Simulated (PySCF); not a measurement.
N (nitrogen, neutral) across methods

[He] 2s2 2p3, high-spin 4S determinant. Computed with PySCF 2.14 in dyall-acv3z (15s9p4d2f, 76 functions), with scalar relativity by spin-free X2C-1e.

| method | E (hartree) | mean ε 2s α (eV) | mean ε 2s β (eV) | mean ε 2p α (eV) | Σ⟨r²⟩ (bohr²) | ⟨S²⟩ |
| --- | --- | --- | --- | --- | --- | --- |
| M06-2X | -54.6224 | -25.001 | -18.825 | -11.767 | 12.33 | 3.754 |
| LDA | -54.1657 | -19.636 | -15.296 | -8.399 | 12.61 | 3.753 |
| PBE | -54.5658 | -19.875 | -15.302 | -8.299 | 12.58 | 3.753 |
| UHF | -54.43378 | -31.675 | -19.777 | -15.528 | 12.07 | 3.758 |
| BP86 | -54.6265 | -19.898 | -15.519 | -8.338 | 12.52 | 3.753 |
| HSE06 | -54.5823 | -22.493 | -16.410 | -9.793 | 12.37 | 3.753 |
| r2SCAN | -54.6136 | -21.381 | -15.206 | -8.892 | 12.30 | 3.755 |
| B3LYP | -54.6370 | -22.158 | -16.848 | -9.772 | 12.43 | 3.754 |
| PBE0 | -54.5764 | -22.941 | -16.833 | -10.210 | 12.36 | 3.753 |
